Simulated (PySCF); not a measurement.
Breaking a bond: LiNa, singlet.

Computed with: UKS-LDA (SVWN5) = unrestricted LDA (SVWN5)/cc-pVDZ in PySCF 2.14.0; UCCSD(T) = PySCF 2.14.0 with CCSD(T) on UHF/cc-pVDZ, 1 core orbital frozen.

Energies relative to the lowest point of each curve near equilibrium, in kcal/mol:

```csv
R / Å,UKS-LDA (SVWN5)
2.34,5.2
2.62,0.9
2.72,0.3
2.83,0.0
3.04,0.4
3.25,1.6
3.65,5.3
4.44,13.3
5.22,18.1
6.39,20.8
7.20,21.4
7.81,21.5
```

Question: What does UCCSD(T) give at the same points?

Answer: 2.34: 6.6; 2.62: 1.7; 2.72: 0.8; 2.83: 0.2; 3.04: 0.1; 3.25: 1.0; 3.65: 4.2; 4.44: 11.5; 5.22: 16.0; 6.39: 18.4; 7.20: 18.8; 7.81: 18.9 (kcal/mol).

The unrestricted determinant behind UKS-LDA (SVWN5) is spin-contaminated at 4.44 to 8.79 Å (<S²> up to 1.0, against 0.00 for a pure singlet). The unrestricted determinant behind UCCSD(T) is spin-contaminated at 2.34 to 8.79 Å (<S²> up to 1.0, against 0.00 for a pure singlet).
